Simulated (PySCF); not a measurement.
# ¹⁹F chemical shifts

PySCF 2.14.0 with density-fitted response routines calculation with shieldings: GIAO PBE0/pcSseg-1 and GFN2-xTB geometry; averaged over atoms made equivalent by symmetry, fast rotation or ring inversion, no relativistic terms, one computed conformer, no solvent model.

Shieldings were converted by a linear fit to measured shifts: ¹⁹F: δ = 146.13 − 0.903σ +14.6 on sp3 carbon (rms 6.0 ppm, 223 shifts, 7.0 ppm with the 5 outliers that the fit left out vs CFCl3, solution or neat liquid). A few per cent of atoms miss by over 2 rms, more outside the fitted compound classes.

**Question.** Give the ¹⁹F shifts of `C=C[C@@H](C)[C@H](F)S(=O)(=O)Cl`, `CC[C@@H](F)S(=O)(=O)Cl`, `C=CO[Si@@](O)([SiH3])C(F)F`, `C=CC[C@@](C)(F)S(=O)(=O)Cl`.

**Answer.** 
```json
{"compound": "C=C[C@@H](C)[C@H](F)S(=O)(=O)Cl", "environment": "fluorine on an sp3 carbon", "δ (ppm)": "-158.7"}
{"compound": "CC[C@@H](F)S(=O)(=O)Cl", "environment": "fluorine on an sp3 carbon", "δ (ppm)": "-153.0"}
{"compound": "[CH2:1]=[CH:2][O:3][Si@@:4]([OH:5])([SiH3:6])[CH:7]([F:8])[F:9]", "environment": "F8: fluorine of a CF2 group", "δ (ppm)": "-137.6"}
{"compound": "[CH2:1]=[CH:2][O:3][Si@@:4]([OH:5])([SiH3:6])[CH:7]([F:8])[F:9]", "environment": "F9: fluorine of a CF2 group", "δ (ppm)": "-138.6"}
{"compound": "C=CC[C@@](C)(F)S(=O)(=O)Cl", "environment": "fluorine on an sp3 carbon", "δ (ppm)": "-143.8"}
```
